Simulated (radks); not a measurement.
Ionisation of the promethium ion Pm2+, [Xe] 4f5, to [Xe] 4f4 as the strength of local exchange is varied. All-electron calculation, Dirac Kohn-Sham, Slater X-alpha exchange (alpha = 2/3 is LDA exchange), no correlation, spin-unpolarised, spherical densities, finite nucleus; open shells fill j = l - 1/2 first; Fermi nuclear charge, rms radius 4.962 fm. Program: a radial shooting solver on a logarithmic mesh with Libxc functionals.

| alpha | E(Pm2+) (hartree) | exchange (hartree) | IE (eV) | -e of the level emptied (eV) | <r> of it (bohr) |
|---|---|---|---|---|---|
| 0.596 | -9990.0684 | -192.8793 | 20.147 | 12.523 (4f5/2) | 1.069 |
| 0.667 | -10013.0730 | -216.3703 | 21.917 | 14.007 (4f5/2) | 1.038 |
| 0.688 | -10019.8876 | -223.3388 | 22.456 | 14.466 (4f5/2) | 1.030 |
| 0.731 | -10033.8563 | -237.6364 | 23.582 | 15.432 (4f5/2) | 1.014 |
| 0.763 | -10044.2645 | -248.3017 | 24.437 | 16.173 (4f5/2) | 1.002 |
| 0.915 | -10093.8533 | -299.2546 | 28.701 | 19.932 (4f5/2) | 0.9556 |
| 1.022 | -10128.9090 | -335.4118 | 31.888 | 22.796 (4f5/2) | 0.9277 |

NIST Atomic Spectra Database: 22.4 +/- 0.08 eV (semi-empirical). The Delta-SCF value meets it near alpha = 0.69. Spin polarisation and multiplet splitting are left out, so open shells lie too high by an amount that depends on their filling.

Beside tabulated values, note that spin-unpolarised runs miss the spin-polarisation part of the exchange energy of open shells.
